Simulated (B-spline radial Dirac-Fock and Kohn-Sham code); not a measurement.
## Gd: eigenvalues, ΔSCF and the reference

System: the free gadolinium atom, [Xe] 4f7 5d1 6s2.

The density-functional columns are spherical, spin-unpolarised Dirac-Kohn-Sham results without Breit or QED terms: −ε is minus the orbital energy of the initial state and ΔSCF the difference of two total energies. The reference in the last column comes from ΔSCF Dirac-Fock with Breit, self-energy and vacuum polarisation, finite nucleus, configuration average. All numbers are from a radial finite-basis atomic code, in eV; a selection of levels is shown. For the 1s level of heavy atoms much of the gap between ΔSCF and the reference is the Breit and QED part, -215.7 eV here; for other levels the error of the functional can be larger.

```
level  PBE0 −ε   PBE −ε  PBE ΔSCF   LDA −ε  LDA ΔSCF  Dirac-Fock
   1s  50168.9  50042.4   50499.5  49995.1   50450.9     50248.1
2p1/2   7887.9   7842.6    7945.9   7839.7    7943.2      7942.3
2p3/2   7191.5   7146.7    7239.3   7144.7    7237.5      7254.6
   3s   1857.1   1830.9    1854.0   1828.9    1852.2      1898.0
3p1/2   1673.2   1650.4    1675.1   1649.6    1674.4      1703.8
3p3/2   1529.7   1507.7    1530.6   1507.1    1530.1      1560.3
3d3/2   1213.2   1195.9    1223.3   1195.9    1223.4      1229.0
3d5/2   1182.0   1164.8    1191.5   1164.8    1191.6      1198.6
   4s    381.3    368.8     378.5    367.8     377.6       400.4
4p1/2    309.2    298.5     308.1    298.0     307.7       323.4
4p3/2    277.1    266.7     276.0    266.1     275.5       291.6
4d3/2    158.0    150.9     159.8    150.8     159.8       163.7
4d5/2    152.2    145.2     154.0    145.0     153.9       158.0
   4f     8.96     8.67     16.15     8.88     16.41       12.79
   5s    53.42    49.65     55.26    49.78     55.45       58.33
5p1/2    32.84    30.32     35.53    30.47     35.73       34.72
5p3/2    28.37    25.98     30.97    26.06     31.11       30.36
   5d     1.85     2.54      6.04     2.69      6.24        5.21
   6s     4.76     4.13      6.65     4.27      6.85        5.20
```

Task: Order the estimates of the K (1s) level by their distance from the Dirac-Fock value, nearest first.
A. PBE0 −ε
B. LDA −ε
C. LDA ΔSCF
D. PBE ΔSCF
E. PBE −ε

Result: A (79.2 eV), C (202.7 eV), E (205.8 eV), D (251.4 eV), B (253.0 eV).

An eigenvalue near the reference for a deep level is a cancellation of errors: it lacks relaxation, carries self-interaction and omits Breit and QED terms.

For the outermost level NIST gives 6.1498 eV (measured); the differences from it are PBE0 −ε -1.39, PBE −ε -2.02, PBE ΔSCF +0.50, LDA −ε -1.88, LDA ΔSCF +0.70, Dirac-Fock -0.95 eV.

Values without a named source are computed, but for edge energies of neutral atoms, which are taken from tables.
